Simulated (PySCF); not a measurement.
Record of a relaxation.

SiMe2(NEt2)2, C10H26N2Si.
Bonds: Si1–C2, Si1–C6, Si1–N10, Si1–N25, N10–C11, N10–C13, C11–C12, C13–C14, N25–C26, N25–C28, C26–C27, C28–C29. Hydrogens: H3, H4, H5 on C2; H7, H8, H9 on C6; H15, H16 on C11; H17, H18, H19 on C12; H20, H21 on C13; H22, H23, H24 on C14; H30, H31 on C26; H32, H33, H34 on C27; H35, H36 on C28; H37, H38, H39 on C29.

Computed by this run: PySCF 2.14.0, PBE0-D3(BJ)/def2-SVP geometry optimisation, gas phase; density fitting, grid level 1; the optimiser is geomeTRIC in internal coordinates, started from a GFN2-xTB structure with every atom displaced at random (about 0.03 Å). 3 of its 11 geometries are shown. The frame can shift and turn from step to step; on so coarse a grid that alone can change the energy by a few meV, and forces under 0.02 eV/Å are noise.

Step 0: E = -21621.2438 eV, largest atomic force 6.661 eV/Å
```
atom  x, y, z in Å  |  force x, y, z in eV/Å
Si1     0.862   -0.080    0.581   -1.243   2.474   0.019
C2      0.822   -0.053    2.471    3.978   1.250  -3.492
H3      1.467   -0.798    2.823    1.590  -1.408   0.856
H4     -0.036   -0.241    2.895   -5.600  -1.047   2.269
H5      1.160    0.899    2.834    0.442   0.829   0.181
C6      2.605    0.045   -0.029    1.179  -0.155   1.211
H7      2.729    0.226   -1.084   -0.086   0.366  -0.767
H8      3.142   -0.908    0.155   -0.236   0.072   0.084
H9      3.187    0.804    0.559   -0.374  -0.262  -0.480
N10    -0.020    1.375   -0.044   -0.008  -0.133  -0.311
C11    -1.475    1.503    0.046    1.128  -0.021  -0.014
C12    -1.886    2.261    1.295   -1.761   0.203  -1.711
C13     0.586    2.564   -0.646    1.500  -1.600   1.549
C14     0.649    2.532   -2.126    2.730  -1.062  -1.733
H15    -1.891    0.476    0.031   -0.278   0.304  -0.007
H16    -1.828    2.075   -0.845   -0.117  -0.485   0.152
H17    -1.553    1.768    2.155    0.642  -0.959   1.760
H18    -1.526    3.285    1.311    0.271   0.450  -0.075
H19    -2.996    2.298    1.307    0.186   0.136   0.267
H20     0.107    3.472   -0.257   -0.025   0.241   0.003
H21     1.646    2.546   -0.273   -0.538   0.558  -0.176
H22     1.228    1.569   -2.530   -1.197   1.855   0.903
H23    -0.289    2.563   -2.617   -1.566  -0.161  -0.593
H24     1.210    3.409   -2.538   -0.163  -0.363   0.289
N25    -0.014   -1.426    0.014   -0.599   0.905  -0.702
C26    -0.410   -1.503   -1.399    1.668  -1.871   0.385
C27     0.650   -2.421   -2.109   -0.715   5.786  -3.222
C28    -0.424   -2.477    0.878   -1.446  -1.289  -1.841
C29    -1.893   -2.424    1.280    1.445   3.877   1.587
H30    -0.460   -0.509   -1.887   -0.018  -0.225   0.350
H31    -1.379   -2.029   -1.495   -0.107   0.407   0.059
H32     1.652   -1.930   -2.141   -0.404  -0.171   0.411
H33     0.740   -3.335   -1.721    0.216  -4.236   1.869
H34     0.387   -2.462   -3.198    0.013  -0.453   0.509
H35    -0.309   -3.416    0.279    0.262  -0.042   0.656
H36     0.204   -2.522    1.737    0.740  -0.209   0.977
H37    -2.048   -1.410    1.911   -0.060  -2.171  -1.411
H38    -2.533   -2.459    0.440   -0.990   0.392  -1.389
H39    -2.174   -3.236    1.868   -0.459  -1.782   1.580
```

Step 5: E = -21623.0000 eV, largest atomic force 0.055 eV/Å
```
atom  x, y, z in Å  |  force x, y, z in eV/Å
Si1     0.824    0.000    0.595    0.031  -0.016  -0.005
C2      0.827   -0.080    2.475   -0.013   0.030  -0.004
H3      1.490   -0.871    2.857    0.007  -0.023   0.006
H4     -0.178   -0.245    2.893   -0.016  -0.002  -0.001
H5      1.195    0.882    2.868    0.014  -0.006  -0.003
C6      2.610    0.080    0.008   -0.023   0.019  -0.002
H7      2.687    0.261   -1.076   -0.003  -0.015  -0.004
H8      3.095   -0.885    0.222    0.014   0.003   0.007
H9      3.183    0.866    0.525    0.001  -0.001  -0.004
N10     0.005    1.405   -0.039   -0.016  -0.015   0.023
C11    -1.431    1.523    0.118   -0.025   0.019  -0.030
C12    -1.867    2.350    1.322    0.012   0.006  -0.003
C13     0.667    2.527   -0.669   -0.004   0.017   0.003
C14     0.592    2.512   -2.192   -0.005   0.014   0.034
H15    -1.857    0.508    0.197    0.017   0.006   0.011
H16    -1.872    1.954   -0.802   -0.002  -0.007   0.006
H17    -1.488    1.909    2.256   -0.007  -0.006   0.007
H18    -1.485    3.381    1.263    0.001   0.005   0.003
H19    -2.966    2.405    1.390    0.006   0.005  -0.009
H20     0.237    3.474   -0.293    0.005   0.004   0.004
H21     1.725    2.553   -0.361   -0.016  -0.012  -0.009
H22     1.074    1.609   -2.596    0.021  -0.012  -0.015
H23    -0.452    2.517   -2.542   -0.009  -0.006  -0.003
H24     1.093    3.393   -2.625   -0.003   0.001  -0.005
N25    -0.024   -1.410    0.014   -0.015  -0.006  -0.020
C26    -0.304   -1.543   -1.401   -0.011  -0.005  -0.022
C27     0.706   -2.395   -2.163   -0.005  -0.021   0.020
C28    -0.460   -2.511    0.846    0.035  -0.039  -0.015
C29    -1.933   -2.456    1.228   -0.004   0.010  -0.008
H30    -0.342   -0.533   -1.845    0.021   0.006   0.002
H31    -1.318   -1.962   -1.544   -0.006   0.001   0.001
H32     1.714   -1.958   -2.100    0.002   0.012  -0.014
H33     0.763   -3.414   -1.749   -0.001  -0.007   0.007
H34     0.434   -2.485   -3.227    0.000   0.018   0.012
H35    -0.252   -3.470    0.333   -0.001   0.012   0.011
H36     0.149   -2.545    1.764    0.002   0.010   0.006
H37    -2.151   -1.543    1.804   -0.008   0.008   0.018
H38    -2.580   -2.448    0.337    0.000   0.011  -0.009
H39    -2.222   -3.324    1.841    0.001  -0.015   0.003
```

Step 10: E = -21623.0051 eV, largest atomic force 0.020 eV/Å
```
atom  x, y, z in Å  |  force x, y, z in eV/Å
Si1     0.829   -0.003    0.597    0.004   0.007   0.001
C2      0.826   -0.095    2.476   -0.009  -0.018   0.001
H3      1.446   -0.921    2.858   -0.004   0.004  -0.005
H4     -0.190   -0.214    2.885    0.013   0.008  -0.001
H5      1.240    0.844    2.877   -0.002   0.001   0.004
C6      2.610    0.090    0.001    0.006   0.001   0.002
H7      2.675    0.218   -1.090    0.000  -0.001   0.000
H8      3.123   -0.850    0.259   -0.005  -0.001   0.002
H9      3.169    0.914    0.475   -0.001   0.003  -0.005
N10     0.003    1.407   -0.017   -0.002   0.003   0.004
C11    -1.432    1.522    0.147    0.002   0.002   0.008
C12    -1.864    2.388    1.325   -0.004   0.000   0.000
C13     0.655    2.533   -0.649   -0.001  -0.003  -0.003
C14     0.556    2.531   -2.170    0.002  -0.002  -0.004
H15    -1.848    0.507    0.267   -0.003  -0.001  -0.004
H16    -1.886    1.916   -0.782    0.000  -0.001  -0.003
H17    -1.501    1.966    2.275    0.002   0.001  -0.002
H18    -1.467    3.412    1.243    0.001  -0.001  -0.001
H19    -2.962    2.462    1.380    0.000  -0.002   0.002
H20     0.233    3.479   -0.257   -0.001  -0.001  -0.001
H21     1.717    2.554   -0.359    0.003   0.001   0.002
H22     1.066    1.651   -2.593   -0.002   0.001   0.002
H23    -0.493    2.499   -2.503    0.001   0.001   0.000
H24     1.016    3.434   -2.603   -0.001   0.001   0.001
N25    -0.009   -1.414    0.004    0.008  -0.008  -0.002
C26    -0.275   -1.538   -1.415    0.012   0.003   0.015
C27     0.707   -2.434   -2.161    0.001   0.012  -0.009
C28    -0.446   -2.521    0.827   -0.009   0.010   0.002
C29    -1.924   -2.471    1.196   -0.001  -0.003   0.003
H30    -0.257   -0.528   -1.858   -0.009  -0.002  -0.003
H31    -1.306   -1.910   -1.575   -0.001   0.001  -0.003
H32     1.730   -2.034   -2.092    0.001  -0.005   0.006
H33     0.720   -3.454   -1.746   -0.001   0.001  -0.002
H34     0.441   -2.512   -3.227   -0.002  -0.006   0.000
H35    -0.232   -3.476    0.311    0.000  -0.004  -0.002
H36     0.154   -2.555    1.750   -0.001  -0.003  -0.002
H37    -2.144   -1.585    1.812    0.002  -0.003  -0.003
H38    -2.560   -2.417    0.298    0.000  -0.002   0.002
H39    -2.225   -3.365    1.765    0.000   0.004  -0.002
```

**Question.** Summarise the path.

**Answer.** The energy falls by 169.94 kJ/mol from step 0 to step 10; nine tenths of that is first reached at step 1. It falls at every step. The largest force goes from 6.661 to 0.020 eV/Å. Among the bonds C2–H4 changes most, from 0.975 to 1.101 Å; the atoms move by 0.142 Å rms after alignment.

**Question.** Follow the three bonds and two angles with the largest change from start to end.

**Answer.** 
| step | E above end (kJ/mol) | largest force (eV/Å) | C2–H4 (Å) | C27–H33 (Å) | C29–H37 (Å) | N25–C26–C27 (°) | H32–C27–H34 (°) |
| --- | --- | --- | --- | --- | --- | --- | --- |
| 0 | 169.94 | 6.661 | 0.975 | 0.997 | 1.204 | 106.5 | 101.4 |
| 1 | 8.75 | 0.721 | 1.096 | 1.096 | 1.096 | 114.3 | 105.4 |
| 2 | 5.68 | 0.426 | 1.105 | 1.104 | 1.098 | 113.9 | 107.1 |
| 3 | 1.30 | 0.107 | 1.103 | 1.102 | 1.103 | 113.7 | 107.9 |
| 4 | 0.82 | 0.053 | 1.101 | 1.102 | 1.100 | 114.1 | 108.1 |
| 5 | 0.50 | 0.055 | 1.100 | 1.101 | 1.101 | 114.3 | 108.3 |
| 6 | 0.21 | 0.062 | 1.100 | 1.101 | 1.101 | 114.5 | 108.4 |
| 7 | 0.13 | 0.044 | 1.100 | 1.101 | 1.101 | 114.5 | 108.3 |
| 8 | 0.08 | 0.038 | 1.101 | 1.101 | 1.101 | 114.4 | 108.1 |
| 9 | 0.03 | 0.029 | 1.101 | 1.101 | 1.101 | 114.3 | 108.1 |
| 10 | 0.00 | 0.020 | 1.101 | 1.101 | 1.101 | 114.3 | 108.1 |

The cost below is that of the whole optimisation. On AMD EPYC 9R45, 2 threads, shared host with 96 logical CPUs at a one-minute load of 64, this took 5.7 min wall, 13 min CPU and 3.0 GiB of memory at its peak.
